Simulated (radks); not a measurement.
These are the eigenvalues of the occupied orbitals of an atom or ion with whole-number occupations (eV). Method: Dirac Kohn-Sham, LDA (Slater exchange, Perdew-Wang correlation), spin-unpolarised, spherical densities, finite nucleus; Fermi nuclear charge, rms radius of each element as measured or else 0.836 A^(1/3) + 0.57 fm; computed with a radial shooting solver on a logarithmic mesh with Libxc functionals.

orbital  eigenvalue
1s1/2     -51753.67
2s1/2     -8581.492
2p1/2     -8159.323
2p3/2     -7413.626
3s1/2     -1907.727
3p1/2     -1723.540
3p3/2     -1569.665
3d3/2     -1250.851
3d5/2     -1217.243
4s1/2     -382.4038
4p1/2     -310.2331
4p3/2     -275.7965
4d3/2     -156.6625
4d5/2     -150.4435
5s1/2      -54.0283
5p1/2      -34.5584
5p3/2      -30.1210
4f5/2      -10.1054
4f7/2       -9.3170
6s1/2       -9.0016

Which element is it, and in what charge state? The configuration may be excited. Open shells, if any, are shared by 2j + 1.

Answer. Z = 65, terbium, charge +1: Tb+ in [Xe] 4f9 6s1. The list shows which subshells hold electrons but not how many an open one holds; the 1s level, -1901.9 hartree, gives Z - s = 61.7 by -(Z - s)^2/2, which with screening and relativity narrows Z to a few neighbours, and the depths of the outer levels then fix element, charge and occupations together.
